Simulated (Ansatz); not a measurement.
A search over several starts for the lowest SCF solution of the cluster SiGe₂ at the given spin, in a small basis.

```yaml
crystal:
  periodic: [false, false, false]
  atoms:
    - {symbol: Si, position_ang: [1.273188, -0.098588, 0.034506]}
    - {symbol: Ge, position_ang: [-0.737237, -1.234267, 0.030675]}
    - {symbol: Ge, position_ang: [-0.535951, 1.332855, -0.065182]}
basis:
  gaussian: {orbitals: def2-SVP}
hamiltonian: {xc: pbe0, dispersion: d4}
output: {orbitals: {seedname: orbitals}}
```

```sh
$ ansatz run in.yaml --threads 4 --pin off --events-out ev --progress --plain --max-ram 3916MiB
```

Shortened log:

```
Functional definition: PBE0
795 factors; integrals over basis functions are off by at most 6.5e-4 eV
mean field evaluation 1: about -120877.2974 eV, gradient 1.6e1 eV
mean field evaluation 2: about -120877.0391 eV, gradient 1.7e1 eV
mean field evaluation 4: about -120877.9166 eV, gradient 4.5e-1 eV
mean field evaluation 8: about -120877.9225 eV, gradient 6.1e-2 eV
mean field evaluation 16: about -120877.9225 eV, gradient 4.3e-5 eV
mean field -120877.92254255 eV, -4442.1817194400 hartree, gradient 4.3e-5 eV, S^2 0.000000; 2 other end points of the search recorded, 0 dependent functions left out
reference -120877.92256247 eV, -4442.1817201720 hartree; 39, 39 occupied and 43, 43 virtual orbitals, 795 factors
Total energy: -120878.03885646 eV, -4442.1859938975 hartree
```

It took 1.2 s on 4 threads of Arm Neoverse V1 on a shared host.

The restricted singlet is unstable towards broken spin symmetry in Hartree–Fock (as tested in another run); at PBE0-D4/def2-SVP this wasn't settled. At PBE0-D4/def2-TZVPD a triplet of charge 0 lies 0.16 eV below the restricted singlet at the same geometry. The structure comes from a short search, and lower isomers may exist.
